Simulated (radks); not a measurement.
Task: Se XVI, configuration [Ar] 3d1 (the NIST ground configuration). All-electron calculation, Dirac Kohn-Sham, exchange-only PBE, spin-unpolarised, spherical densities, finite nucleus; open shells fill j = l - 1/2 first; Fermi nuclear charge, rms radius 4.14 fm. Program: a radial shooting solver on a logarithmic mesh with Libxc functionals. Some entries of the table are withheld. Estimate them.

orbital  occ.  eigenvalue (hartree)  <r> (bohr)
1s1/2       2                   (1)     0.04409
2s1/2       2                   (2)      0.1947
2p1/2       2             -71.82104         (3)
2p3/2       4             -70.27893         (4)
3s1/2       2                   (5)         (6)
3p1/2       2             -21.69695      0.5072
3p3/2       4             -21.40235      0.5139
3d3/2       1             -18.09483      0.4732
3d5/2       0             -18.03793      0.4751

Result: 
(1) 1s1/2 eigenvalue (hartree): -478.0874
(2) 2s1/2 eigenvalue (hartree): -77.84137
(3) 2p1/2 <r> (bohr): 0.1677
(4) 2p3/2 <r> (bohr): 0.1714
(5) 3s1/2 eigenvalue (hartree): -23.75457
(6) 3s1/2 <r> (bohr): 0.5165
